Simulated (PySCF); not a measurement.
## Multinuclear NMR of H$_{11}$NOSi$_{4}$

Molfile (atoms numbered from 1):
```
H11NOSi4
     RDKit          3D

 17 16  0  0  0  0  0  0  0  0999 V2000
    0.0317    1.7966   -0.7012 N   0  0  0  0  0  0  0  0  0  0  0  0
   -0.2525    0.1573   -1.1651 Si  0  0  2  0  0  4  0  0  0  0  0  0
   -1.8420   -0.0832   -0.9026 O   0  0  0  0  0  0  0  0  0  0  0  0
   -3.1535   -0.4231   -0.0287 Si  0  0  0  0  0  4  0  0  0  0  0  0
    1.0481   -1.1216    0.2378 Si  0  0  0  0  0  4  0  0  0  0  0  0
    2.8448   -0.0355    1.2176 Si  0  0  0  0  0  4  0  0  0  0  0  0
   -0.6481    2.4939   -0.9615 H   0  0  0  0  0  0  0  0  0  0  0  0
    0.9591    2.1802   -0.7767 H   0  0  0  0  0  0  0  0  0  0  0  0
   -0.1974   -0.0881   -2.6163 H   0  0  0  0  0  0  0  0  0  0  0  0
   -3.2235    0.5044    1.1004 H   0  0  0  0  0  0  0  0  0  0  0  0
   -3.0312   -1.8065    0.4316 H   0  0  0  0  0  0  0  0  0  0  0  0
   -4.2675   -0.2485   -0.9579 H   0  0  0  0  0  0  0  0  0  0  0  0
    0.2425   -1.7653    1.2946 H   0  0  0  0  0  0  0  0  0  0  0  0
    1.5707   -2.2842   -0.5107 H   0  0  0  0  0  0  0  0  0  0  0  0
    3.4413   -0.7293    2.3627 H   0  0  0  0  0  0  0  0  0  0  0  0
    3.9481    0.1524    0.2658 H   0  0  0  0  0  0  0  0  0  0  0  0
    2.5224    1.3124    1.7003 H   0  0  0  0  0  0  0  0  0  0  0  0
  1  2  1  0
  2  3  1  0
  3  4  1  0
  2  5  1  0
  5  6  1  0
  1  7  1  0
  1  8  1  0
  2  9  1  6
  4 10  1  0
  4 11  1  0
  4 12  1  0
  5 13  1  0
  5 14  1  0
  6 15  1  0
  6 16  1  0
  6 17  1  0
M  END
```

[PySCF 2.14: shielding tensors at PBE0/pcSseg-1 (GIAO); coordinates at the GFN2-xTB level; gas phase; averaged over atoms made equivalent by symmetry, fast rotation or ring inversion; single conformer; non-relativistic Hamiltonian]

Task: What are the ²⁹Si shifts?

Result: 
| atoms | environment | σ (ppm) | δ (ppm) |
| --- | --- | --- | --- |
| Si2 | silicon bonded to N, O, Si, H | 362.9 | -18.3 |
| Si4 | silicon bonded to O, 3 H | 395.5 | -45.1 |
| Si6 | silicon bonded to Si, 3 H | 469.5 | -105.9 |
| Si5 | silicon bonded to 2 Si, 2 H | 485.9 | -119.4 |

Shieldings were converted by a linear fit to measured shifts: ²⁹Si (scatter 8.9 ppm rms, 25.8 ppm with the 6 outliers that the fit left out vs TMS, solution or neat liquid). Occasional misses reach two or three times the rms, and more in compound classes unlike the fitted ones.

On a 600 MHz spectrometer ²⁹Si resonates near 119.2 MHz, so 1 ppm is 119.2 Hz.

Task: Where does ¹⁵N resonate?

Result: 
| atoms | environment | σ (ppm) | δ (ppm) |
| --- | --- | --- | --- |
| N1 | nitrogen bonded to Si, 2 H | 236.7 | -366.1 |

Shieldings were converted by a linear fit to measured shifts: ¹⁵N: δ = -148.07 − 0.921σ (rms 6.3 ppm, 71 shifts vs CH3NO2, solution or neat liquid). A few per cent of atoms miss by over 2 rms, more outside the fitted compound classes.

On a 300 MHz spectrometer ¹⁵N resonates near 30.4 MHz, so 1 ppm is 30.4 Hz.

Task: Predict the ¹⁷O NMR data.

Result: 
```json
{"atoms": "O3", "environment": "oxygen bonded to 2 Si", "σ (ppm)": "307.5", "δ (ppm)": "-13.4"}
```

Shieldings were converted by a linear fit to measured shifts: ¹⁷O: δ = 266.70 − 0.911σ (rms 10.7 ppm, 155 shifts, 12.2 ppm with the 3 outliers that the fit left out vs liquid water, solution or neat liquid). Occasional misses reach two or three times the rms, and more in compound classes unlike the fitted ones.

On a 600 MHz spectrometer ¹⁷O resonates near 81.3 MHz, so 1 ppm is 81.3 Hz.
